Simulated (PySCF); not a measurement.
## Löwdin shares of the frontier orbitals

Compound: C₄H₂F₃N.
Cartesian coordinates in Å at the GFN2-xTB level; atoms count from 1:
```xyz
10
C4H2F3N angstrom
N      2.6830   -0.2984   -0.8891
C      1.6871   -0.3370   -0.3304
C      0.4268   -0.3662    0.3458
F      0.4158   -1.1043    1.4807
C     -0.4524    0.8799    0.3038
F     -1.1499    1.1977    1.4070
C     -0.8497   -0.3342   -0.4888
F     -1.8925   -1.0728   -0.0745
H     -0.0872    1.7654   -0.2061
H     -0.7721   -0.3254   -1.5711
```

Level of theory: TDDFT B3LYP/def2-SVPD, vertical, gas phase, core orbitals frozen in the response in PySCF.

Kohn–Sham orbitals with the atoms that hold most of them (Löwdin shares over 4%, at most four atoms; ? is withheld):

| orbital | ε (eV) | atoms |
| --- | --- | --- |
| LUMO+2 | -0.11 | C2 18%, N1 15%, H9 14%, H10 14% |
| LUMO+1 | -0.44 | N1 36%, C2 30%, C3 11%, C7 8% |
| LUMO | -1.82 | ? |
| HOMO | ? | C3 20%, N1 17%, F4 12%, C7 11% |
| HOMO-1 | -9.40 | ? |
| HOMO-2 | -10.69 | N1 49%, C2 37%, F4 8% |
| HOMO-3 | -10.99 | N1 75%, C2 18% |

Task: Which atoms hold the LUMO, and with what shares?

Result: N1 (bonded to C) 18%; C2 (bonded to C and N) 16%; C3 (bonded to 3 C and F) 16%; F4 (bonded to C) 11%. By element: carbon 32% or more, nitrogen 18%, fluorine 11% or more.

Task: Give the leading atoms of the HOMO-1.

Result: C5 (bonded to 2 C, F and H) 21%; C7 (bonded to 2 C, F and H) 21%; F6 (bonded to C) 16%; F8 (bonded to C) 16%. By element: carbon 42% or more, fluorine 33% or more.

Task: What is the HOMO energy, and the HOMO–LUMO gap?

Result: ε(HOMO) = -8.97 eV; the gap is 7.15 eV (0.2626 hartree).

Task: How does S1 compare with the orbital gap of 7.15 eV?

Result: S1 is at 5.79 eV (f = 0.0001), 1.35 eV below the gap, made of HOMO→LUMO (98%). Without the coupling terms of the response equations the lowest excitation would equal the gap.

Task: One configuration dominates each of S1, S2 and S5. Which, and how do the shares of the two leading atoms of either orbital change from the occupied to the empty one?

Result: 
- S1 (5.79 eV, f 0.0001), HOMO→LUMO (98%): C3 20% → 16%, N1 17% → 18%, C2 at most 11% → 16%
- S2 (6.35 eV, f 0.0034), HOMO-1→LUMO (97%): C5 21% → at most 11%, C7 21% → at most 11%, N1 at most 17% → 18%, C2 at most 17% → 16%
- S5 (7.86 eV, f 0.0075), HOMO-1→LUMO+1 (87%): C5 21% → at most 8%, C7 21% → 8%, N1 at most 17% → 36%, C2 at most 17% → 30%

Löwdin shares depend on the basis, the more so with diffuse functions.
